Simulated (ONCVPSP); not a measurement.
## Cutoff test, Ho, ONCV

* Element: holmium
* Generator: ONCVPSP 4.0.1
* Type: optimised norm-conserving Vanderbilt (ONCV)
* Functional: PBE
* Relativity: scalar-relativistic
* Frozen core: [Kr] 4d10
* Valence charge: 21
* Reference configuration: 4f11 5s2 5p6 6s1.75 6p0.25
* Partial waves: 5s+6s: rc 2.40 bohr, ncon 3, nbas 8, qcut 6.4 1/bohr, 2 projectors; 5p+6p: rc 2.10 bohr, ncon 4, nbas 7, qcut 7.2 1/bohr, 2 projectors; d scattering state at 0.07 Ha: rc 1.90 bohr, ncon 4, nbas 9, qcut 5.2 1/bohr, 3 projectors, debl 3.1 Ha; 4f: rc 0.75 bohr, ncon 4, nbas 8, qcut 22.5 1/bohr, 1 projector
* Local potential: polynomial inside 0.50 bohr (lpopt 4, dvloc0 1 Ha)
* Core correction: Teter function fitted to the true core (icmod 2), fcfact 0.45

In the d channel the program set the typed energies aside and used 0.050, 3.150, 6.250 Ha.

Problem. For each optimised wave give the share of its norm inside rc, the residual kinetic energy above qcut (Ha) and the cutoffs (Ha) for errors of 10, 1, 0.1 and 0.01 mHa per electron.

Solution.

| wave | norm inside rc | residual KE | 10 mHa | 1 mHa | 0.1 mHa | 0.01 mHa |
| --- | --- | --- | --- | --- | --- | --- |
| 5s | 0.984 | 1.0e-08 | 6.5 | 10.7 | 13.4 | 15.7 |
| 6s | 0.097 | 1.4e-08 | 2.7 | 9.2 | 12.7 | 15.3 |
| 5p | 0.862 | 8.2e-08 | 5.7 | 13.1 | 17.5 | 20.5 |
| 6p | 0.022 | 1.2e-08 | 3.5 | 5.7 | 13.7 | 18.4 |
| d projector 1 | 0.395 | 8.6e-06 | 7.0 | 9.6 | 11.6 | 14.0 |
| d projector 2 | 0.125 | 2.1e-04 | 9.0 | 11.5 | 14.8 | 25.4 |
| d projector 3 | 0.131 | 9.6e-04 | 11.8 | 14.7 | 19.2 | 74.3 |
| 4f | 0.536 | 9.4e-05 | 184.7 | 212.8 | 248.5 | not reached |

The occupied waves need 213 Ha and 248 Ha for 1 and 0.1 mHa. Note: ghosts flagged at negative energy: s at -753.6 eV, p at -420.4 eV, f at -2.15 eV; GHOST(+) flagged for s at 60.5 eV, d at 131.5 eV. A true bound ghost makes a file unfit for plane-wave use. Tests left out (the all-electron energies of this program are off by 10 to 40 meV for near-neutral 4f atoms).
